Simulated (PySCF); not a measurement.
Compound: C2H11N3OSi3.
SMILES with atom numbers: `[CH3:1][C:2](=[O:3])[SiH:4]1[NH:5][SiH2:6][NH:7][SiH2:8][NH:9]1` (hydrogens: H10, H11, H12 on C1; H13 on Si4; H14 on N5; H15, H16 on Si6; H17 on N7; H18, H19 on Si8; H20 on N9)

Computed by this run: PySCF, PBE0-D3(BJ)/def2-SVP geometry optimisation, gas phase; density fitting, grid level 1; the optimiser is geomeTRIC in internal coordinates, started from a GFN2-xTB structure with every atom displaced at random (about 0.01 Å).

Geometry at step 1:
```
atom  x, y, z in Å
C1      3.2723   -0.0206    0.2454
C2      2.1800   -0.9604   -0.1753
O3      2.2971   -2.1702   -0.1286
Si4     0.4831   -0.2860   -0.8143
N5      0.0883    1.2230   -0.0444
Si6    -1.5307    1.8193    0.1804
N7     -2.5884    0.5310   -0.3091
Si8    -2.3925   -1.1959   -0.1888
N9     -0.6968   -1.4824   -0.4061
H10     4.2191   -0.5615    0.4517
H11     2.9585    0.5103    1.1574
H12     3.4432    0.7446   -0.5294
H13     0.6382   -0.1312   -2.2955
H14     0.8463    1.8472    0.2174
H15    -1.7132    2.2936    1.5951
H16    -1.8476    3.0340   -0.6496
H17    -3.4592    0.8313   -0.7395
H18    -3.2692   -1.8375   -1.2279
H19    -2.8737   -1.7851    1.1063
H20    -0.3355   -2.4241   -0.2573
```

Question: Give the atomic forces at this geometry.

Answer: 
```csv
atom,Fx (eV/Å),Fy (eV/Å),Fz (eV/Å)
C1,0.468,-0.156,0.012
C2,-0.242,-0.204,0.040
O3,0.056,0.157,0.012
Si4,0.162,-0.043,-0.110
N5,-0.137,0.030,0.057
Si6,-0.055,0.307,0.071
N7,0.005,-0.009,-0.045
Si8,-0.169,-0.197,0.008
N9,-0.156,-0.019,0.097
H10,-0.318,0.105,-0.069
H11,-0.051,0.037,0.058
H12,-0.003,0.017,-0.011
H13,-0.005,0.037,-0.039
H14,0.012,-0.071,-0.007
H15,0.064,-0.154,-0.013
H16,-0.013,-0.155,-0.056
H17,0.047,0.003,-0.011
H18,0.070,0.144,-0.034
H19,0.149,0.062,0.018
H20,0.116,0.109,0.022
```

The largest, 0.49 eV/Å, acts on C1; the rms over all components is 0.123 eV/Å. The forces sum to zero within rounding, as they must for an isolated molecule in no field.

Question: Give the force on C1 in Eh/bohr and in nN.

Answer: 0.493 eV/Å ÷ 51.422 = 0.00959 Eh/bohr, and 0.493 eV/Å × 1.602 = 0.79 nN.

Question: How far is this geometry from the end of the optimisation?

Answer: 0.060 eV above it, and 0.321 Å rms away after alignment. The bonds farthest from their final lengths, with half the difference of the two atoms' forces along the bond (positive lengthens):

```json
{"bond": "C1–H10", "now (Å)": "1.110", "final (Å)": "1.099", "force along bond (eV/Å)": "-0.41"}
{"bond": "Si6–H16", "now (Å)": "1.505", "final (Å)": "1.497", "force along bond (eV/Å)": "-0.16"}
{"bond": "Si8–H18", "now (Å)": "1.503", "final (Å)": "1.497", "force along bond (eV/Å)": "-0.13"}
{"bond": "Si6–H15", "now (Å)": "1.503", "final (Å)": "1.498", "force along bond (eV/Å)": "-0.12"}
{"bond": "Si8–H19", "now (Å)": "1.502", "final (Å)": "1.497", "force along bond (eV/Å)": "-0.10"}
{"bond": "Si4–N5", "now (Å)": "1.739", "final (Å)": "1.744", "force along bond (eV/Å)": "+0.10"}
```

The angle farthest from its final value is H18–Si8–H19, 104.0° against 107.6°.

What follows is the cost of the whole optimisation. Time: 5.3 min wall; peak memory 0.90 GiB. Hardware: an Arm Neoverse V1 with one thread, on a shared host.
